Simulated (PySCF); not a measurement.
Compound: C₃H₈N₂OSi.
Cartesian coordinates in Å at the PBE0-D3(BJ)/def2-SVP level; atoms count from 1:
```
atom  x, y, z in Å
O1     2.863    0.480   -0.860
C2     1.981   -0.351   -0.859
N3     0.785   -0.163   -0.251
C4    -0.277   -1.154   -0.165
C5    -1.568   -0.369    0.070
N6    -1.211    0.735    0.946
Si7    0.378    1.348    0.591
H8     2.084   -1.340   -1.372
H9    -0.098   -1.842    0.681
H10   -0.335   -1.754   -1.087
H11   -2.325   -1.022    0.535
H12   -1.979   -0.034   -0.905
H13   -1.982    1.301    1.275
H14    1.184    1.625    1.812
H15    0.464    2.519   -0.330
```

The closed-shell ground state was solved at several levels (PySCF, density fitting, gas phase, non-relativistic).

```csv
level,basis functions,total energy (Eh),HOMO (eV),LUMO (eV),gap (eV),dipole (D)
KT2/pcSseg-1,166,-600.8090,-5.72,-0.69,5.03,4.40
PBE0/pcSseg-1,166,-592.8876,-7.00,0.35,7.35,4.59
```

Q: What might wB97X-D/def2-SVPD (211 basis functions) give for the same quantities?

A: Total energy -593.0021 Eh, HOMO -8.98 eV, LUMO 1.85 eV, gap 10.83 eV, dipole 4.65 D.

Q: Over all these levels, which gives the widest orbital gap and which the narrowest?

A: wB97X-D/def2-SVPD (range-separated hybrid) has the widest, 10.83 eV, and KT2/pcSseg-1 (GGA) the narrowest, 5.03 eV. Functional and basis both differ between the two, so the spread mixes both effects.

Q: How far do the dipole and the HOMO energy spread over the levels?

A: The dipole runs from 4.40 to 4.65 D (mean 4.55 D) and the HOMO from -8.98 to -5.72 eV.

One conformer stands for the species.

Note: wB97X-D ran without an empirical dispersion term, which enters the total energy and its gradient alone.
